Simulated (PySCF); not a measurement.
C₄H₇NSi, SMILES CC1=CN=C[SiH2]1.

Geometry: B3LYP-D3(BJ)/def2-SVP. This is a generated structure with no PubChem entry under its InChIKey; it may be hypothetical.

These are PBE0/def2-TZVP run with PySCF values and carry that method's errors.

The molecule is in vacuum.

The total energy is -500.54270 hartree and the point group is Cs. The highest occupied level is -7.01 eV, the lowest empty level is -1.88 eV and the orbital gap is 5.12 eV. The dipole moment is 1.89 D. The quadrupole, principal values (traceless, Buckingham form, about the centre of nuclear charge) is -5.62, -1.89, 7.51 D·Å and the mean static polarisability comes out as 78.0 bohr³ (11.56 Å³). The polarisability, principal values is 55.0, 87.6, 91.4 bohr³.
